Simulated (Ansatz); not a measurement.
## Relative stability

Two relaxed structures of BH₂TeCl, singlet (PBE0-D4/def2-TZVP; forces vanish, vibrations not checked).

A:

```
atom    x (Å)    y (Å)    z (Å)
 Cl1  -1.1085   1.2513   1.8983
  B2  -0.2084  -1.0621  -0.5964
 Te3   1.3423  -0.1195  -1.2482
  H4  -1.1549  -1.6446  -0.2039
  H5  -1.9799   1.4604   2.8122
```

B:

Cl1  (1.940, -2.756, -1.092)
B2  (0.074, -0.043, -0.183)
Te3  (2.013, -0.436, -0.817)
H4  (-0.729, -0.908, -0.051)
H5  (-0.135, 1.113, 0.028)
(Å)

Computed with Ansatz 0.2.0 (basis: def2-TZVPP); correlated methods freeze the cores. Filled d shells of the heavier atoms are correlated. Core potentials replace the inner electrons of the atoms past krypton. The def2 sets are not built for correlating such inner shells, so the correlated values are less sure here. B3LYP uses VWN-RPA correlation.

Q: Which structure is lower at CCSD(T), and by how much? (To be estimated.)

A: Computed: B, by 11.13 kcal/mol (electronic energy, against the other). By their contacts, A is a complex of BHTe ([BH][Te]) + HCl and B is BH₂TeCl ([BH2][Te][Cl]).

All methods give the same order:

| method | E(B) − E(A) (kcal/mol) |
| --- | --- |
| PBE-D4 | -19.30 |
| r2SCAN-D4 | -18.43 |
| PBE0-D4 | -19.77 |
| B3LYP-D4 | -18.31 |
| wB97M-V | -18.38 |
| HF | -16.64 |
| MP2 | -9.02 |
| CCSD | -12.90 |
| CCSD(T) | -11.13 |

T1 diagnostic: at most 0.017.

Labels in which every atom is bracketed show which atoms are joined, not bond orders.

For scale, one of the runs: CCSD(T)/def2-TZVPP, 151 basis functions, launched by `ansatz run in.yaml --threads 2 --pin off --events-out ev --progress --plain --max-ram 4352MiB`. The run took 35 s on 2 CPU threads of an Arm Neoverse V2 (shared host), with 1.1 GiB of host memory at its peak.
